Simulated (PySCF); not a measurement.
Si(Cl)(Br)(Me)(OH) (CH4BrClOSi), SMILES Br[Si](C)(O)Cl. Geometry: PBE0-D3(BJ)/def2-SVP. This is a generated structure with no PubChem entry under its InChIKey; it may be hypothetical. The values are those of a single conformer.

The numbers are results of PBE0-D3(BJ)/def2-SVP in PySCF, not measurements.

Harmonic wavenumbers (cm⁻¹): 139, 144, 152, 212, 221, 264, 303, 412, 549, 741, 772, 804, 847, 950, 1272, 1418, 1420, 3069, 3181, 3189, 3926. Rotational constants (GHz): 2.502, 1.247, 1.085; symmetry number 1.

Work out the zero-point energy and the ideal-gas rigid-rotor harmonic-oscillator thermochemistry at 298.15 K and 1 atm.

ZPE = ½ Σ hcν = ½ × 23986 cm⁻¹ = 143.47 kJ/mol. H − E(el) = 165.98 kJ/mol. Entropy in J/(mol K): translation 173.19, rotation 121.09, vibration 74.19, total 368.48. G − E(el) = 56.11 kJ/mol. Cp = 111.98 J/(mol K). Modes under 150 cm⁻¹ make the vibrational entropy uncertain.
